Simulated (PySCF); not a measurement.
## C2H6S2Si: core ionisation energies

Compound: C2H6S2Si.
Bonds: C1–C2, C2–S3, S3–Si4, Si4–S5, C1–S5. Hydrogens: H6, H7 on C1; H8, H9 on C2; H10, H11 on Si4.

Computed, not measured: delta-SCF UKS SCAN, pcX-2 on the ionised atom, pcseg-1 elsewhere, spin-free X2C (PySCF 2.14.0). Vertical ΔSCF values, vacuum level as zero.

**Question.** What binding energy does each computed site have?

**Answer.** 
```json
{"atom(s)": "C1/C2", "bonded to": "S, C and 2 H", "level": "C 1s", "binding energy (eV)": "291.63", "2p1/2 (eV)": "–", "count": "2"}
{"atom(s)": "S3/S5", "bonded to": "C and Si", "level": "S 1s", "binding energy (eV)": "2476.68", "2p1/2 (eV)": "–", "count": "2"}
{"atom(s)": "Si4", "bonded to": "2 S and 2 H", "level": "Si 2p3/2", "binding energy (eV)": "107.31", "2p1/2 (eV)": "107.94", "count": "1"}
{"atom(s)": "Si4", "bonded to": "2 S and 2 H", "level": "Si 1s", "binding energy (eV)": "1847.12", "2p1/2 (eV)": "–", "count": "1"}
```

**Question.** Which photon wavelength matches the Si 2p3/2 of Si4 threshold?

**Answer.** λ = hc/E = 12398.42 eV Å / 107.31 eV = 115.538 Å.

**Question.** Which photon energy gives electrons from Si 2p3/2 of Si4 a kinetic energy of 150 eV, and what is their de Broglie wavelength?

**Answer.** hν = 107.31 + 150 = 257.31 eV, recoil neglected; λ = 12.264 Å/√(E/eV) = 1.00 Å.

The first atom of each set that the bonding makes equivalent was ionised and stands for the set. Not every level is listed. For 2p shells one spin-free hole was relaxed; a mean-field spin–orbit operator and the ground-state splitting of the three 2p orbitals were then diagonalised within the shell. The shell's mean is (2 × 2p3/2 + 2p1/2)/3, and the degeneracies 2j + 1 give areas of 2:1. 2p1/2 minus 2p3/2 (ligand field included): Si 0.63 eV. The structure is a single GFN2-xTB conformer in the gas phase; no vibrational or solvent corrections.
